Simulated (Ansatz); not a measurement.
One change: `[F][Hf]([F])([F])[Br]` becomes `[OH][Hf]([F])([F])[Br]`.

Ansatz, PBE0-D4/def2-TZVP geometries, multiplicity 1. Each molecule was computed in one conformer, which needn't be the lowest.

Elements past krypton have def2 core potentials. Scalar relativity is left out up to krypton. Spin–orbit coupling is left out; it splits and shifts lone-pair levels of the heavy atoms by tenths of an eV.

```tsv
property	`[F][Hf]([F])([F])[Br]`
HOMO energy (ωB97M-V/def2-TZVPP) / eV	-11.48
HOMO energy (PBE/def2-TZVPP) / eV	-7.95
LUMO energy (B3LYP/def2-TZVPP) / eV	-1.47
size of the dipole moment (ωB97M-V/def2-TZVPP) / D	0.07
HOMO–LUMO gap (PBE/def2-TZVPP) / eV	5.88
LUMO energy (PBE/def2-TZVPP) / eV	-2.08
```

(1) What does the change do to each property? (Best estimate.)

Answers

(1) Computed: 
| property | `[OH][Hf]([F])([F])[Br]` | shift |
| --- | --- | --- |
| HOMO energy (ωB97M-V/def2-TZVPP) / eV | -11.03 | 0.45 |
| HOMO energy (PBE/def2-TZVPP) / eV | -7.50 | 0.45 |
| LUMO energy (B3LYP/def2-TZVPP) / eV | -0.97 | 0.50 |
| size of the dipole moment (ωB97M-V/def2-TZVPP) / D | 2.83 | 2.76 |
| HOMO–LUMO gap (PBE/def2-TZVPP) / eV | 5.90 | 0.02 |
| LUMO energy (PBE/def2-TZVPP) / eV | -1.59 | 0.49 |

The zero-point energy changes by 27.1 kJ/mol with +3 modes. Dipoles are sizes alone; their direction can turn.

B3LYP here is the variant with VWN-RPA as its local correlation; programs differ in this.
